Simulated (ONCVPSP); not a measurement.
**An all-electron radial function and its pseudo partner (titanium)**

Columns: radius, all-electron u(r) and pseudo u(r) of the 3d shell (level -19.64 eV) of titanium in the configuration [Ne] 3s2 3p6 3d2; Wu-Cohen, scalar-relativistic, ONCV scheme, ONCVPSP 4.0.1.

```csv
r (bohr),all-electron,pseudo
0.080,0.0194,0.0039
0.160,0.0957,0.0296
0.240,0.2098,0.0915
0.320,0.3352,0.1927
0.400,0.4544,0.3237
0.480,0.5581,0.4670
0.560,0.6430,0.6027
0.640,0.7089,0.7142
0.720,0.7567,0.7928
0.800,0.7881,0.8373
0.880,0.8056,0.8533
0.960,0.8117,0.8494
1.040,0.8087,0.8338
1.120,0.7987,0.8128
1.200,0.7833,0.7899
1.280,0.7639,0.7663
1.360,0.7414,0.7421
1.440,0.7169,0.7169
1.520,0.6907,0.6908
1.600,0.6636,0.6636
1.680,0.6359,0.6359
1.760,0.6079,0.6079
1.840,0.5799,0.5799
1.920,0.5522,0.5522
2.000,0.5250,0.5250
2.080,0.4983,0.4983
```

**Question.** How many radial nodes do the two functions have?

**Answer.** The all-electron 3d function has n − l − 1 = 0; the pseudo-wave has 0.

**Question.** At about which radius was the pseudo-wave matched?

**Answer.** 1.55 bohr. The columns agree to 0.0005 from 1.44 bohr on; several derivatives are matched, so the curves merge somewhat inside the radius.

**Question.** Is the pseudo-wave norm-conserving?

**Answer.** Yes: the ONCV scheme keeps the norm inside the radius equal to the all-electron one, which fixes the energy derivative of the logarithmic derivative at the level.
